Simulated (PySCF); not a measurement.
# Nonlinear optical response: `CB(C)/C=C/[O-]`, [C₄H₈BO]-, charge -1

Cartesian coordinates in Å; atom numbers follow the order of the lines, from 1:
```xyz
14

C    -1.0056   -1.1773   -0.2980
B    -0.2232    0.1832    0.0655
C    -1.1876    1.4408    0.3832
C     1.2466    0.3370    0.0935
C     2.2074   -0.6380   -0.1794
O     3.4488   -0.5292   -0.1700
H    -1.7617   -1.4213    0.4527
H    -0.3507   -2.0419   -0.3878
H    -1.5367   -1.0790   -1.2482
H    -1.6987    1.7784   -0.5222
H    -1.9715    1.1897    1.1022
H    -0.6474    2.3004    0.7811
H     1.6867    1.3051    0.3458
H     1.7930   -1.6483   -0.4405
```

Total charge -1.

Computed, not measured: quadratic response B3LYP/def2-SVPD first hyperpolarisability, Taylor convention, gas phase (PySCF 2.14.0). Geometry: GFN2-xTB.

For a gas-phase anion, states above the detachment energy (about 0.9 eV, taken as minus the energy of the highest occupied orbital) lie in the continuum and depend on the basis.

Problem. What is the first hyperpolarisability, and how does it disperse?

Solution. In au, Taylor convention; the vector part is βᵢ = ⅓ Σⱼ (βᵢⱼⱼ + βⱼᵢⱼ + βⱼⱼᵢ):
| process | λ (nm) | β vector norm | β HRS | depolarisation ratio |
| --- | --- | --- | --- | --- |
| static β(0;0,0) | ∞ | 655.6 | 245.9 | 7.64 |
| second harmonic β(−2ω;ω,ω) | 1550 | 732.7 | 275.2 | 7.49 |
| Pockels β(−ω;ω,0) | 1550 | 679.6 | – | – |
| second harmonic β(−2ω;ω,ω) | 1064 | 840.9 | 316.5 | 7.30 |
| Pockels β(−ω;ω,0) | 1064 | 708.5 | – | – |
| Pockels β(−ω;ω,0) | 694.3 | 793.0 | – | – |

Second harmonics within 0.3 eV of the first excitation or beyond it are left out.

Problem. Which lowest excitations and polarisabilities go with it?

Solution. S1 3.87 eV (f = 0.005); S2 4.30 eV (f = 0.000); S3 4.50 eV (f = 0.001); isotropic α 87.6 au static, 88.4 au at 1550 nm, 89.3 au at 1064 nm, 90.8 au at 775 nm, 91.6 au at 694.3 nm, 95.0 au at 532 nm.
